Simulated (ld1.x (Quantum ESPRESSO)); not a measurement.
Pseudopotential generation for Ge (Z = 32): ultrasoft, PBEsol, scalar-relativistic.

* Element: Ge (Z = 32)
* Generator: ld1.x (Quantum ESPRESSO) 7.5
* Type: ultrasoft
* Functional: PBEsol
* Relativity: scalar-relativistic
* Frozen core: [Ar] 3d10
* Valence charge: 4
* Reference configuration: 4s2 4p0.5 (charge +1.5)
* Partial waves: 4s (bound): rcut 1.55, rcutus 1.90 bohr; 4s channel at -0.6 Ry: rcut 1.55, rcutus 1.90 bohr; 4p (bound): rcut 1.25, rcutus 1.70 bohr; 4p channel at -0.75 Ry: rcut 1.25, rcutus 1.70 bohr
* Local potential: all-electron potential smoothed inside 1.70 bohr (lloc = -2)
* Core correction: Bessel-smoothed model core inside 1.30 bohr
* Augmentation charge: PSQ, inside the norm-conserving radii

- Cutoffs needed: 6 Ry and 15 Ry (the cutoffs (Ry, on a coarse ladder) from which the occupation-weighted sum of valence levels, in a spherical-Bessel basis at the reference potential, stays within 10 and 1 mRy of its value at 400 Ry)
- Ghost test: no extra level below or beside the all-electron valence levels (s, p, d, f tested) (spherical-Bessel basis up to 400 Ry, 20 bohr box)
- Configuration tests: test run stopped at test 7 of 7 (negative rho)
- Lowest eigenvalue of the overlap operator: 0.41 (s channel)
- Density cutoff estimated by the generator: 162 Ry
